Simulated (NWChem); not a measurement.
GeH$_{3}$TeF; SMILES F[Te][GeH3]

def2 effective core potentials on Te; no spin-orbit coupling.

**Question.** Give the equilibrium geometry at PBE0/def2-SVP with def2 effective core potentials on Te (NWChem) as an XYZ file, with the point group.

**Answer.** point group Cs; any orientation.
```
6

Te    -0.1642     0.8690    -0.4694
F      1.3892     1.2612     0.6545
Ge     0.0920    -1.6555    -0.0957
H     -0.0425    -1.9700     1.4011
H     -1.0530    -2.3029    -0.8957
H      1.4567    -2.1188    -0.6250
```
